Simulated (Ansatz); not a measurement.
Frontier orbitals of `C[NH][In]([F])[F]`.

The species carries charge 0 and has multiplicity 1. Correlated methods include outer-core shells of In, which these sets cover unevenly. In: def2 effective core potential. Geometry: relaxed with PBE0-D4/def2-TZVP. It is one conformer, not always the lowest. Basis def2-TZVPP, Ansatz.

Orbital energies of one run (eV). Highest occupied ones, from the top: -9.75, -12.13, -12.87, -13.04, -13.27, -13.38, -13.59, -14.43, -14.85, -15.51, -16.48, -21.41, -24.54, -24.65. Empty: -0.26, 0.54, 1.40, 1.73, 3.00, 3.43.

**Question.** Which functional gave them?
A. PBE
B. r2SCAN
C. BHLYP
D. ωB97M-V

**Answer.** D. HOMO energies: ωB97M-V -9.75, r2SCAN -6.35, BHLYP -8.74, PBE -6.09 eV.
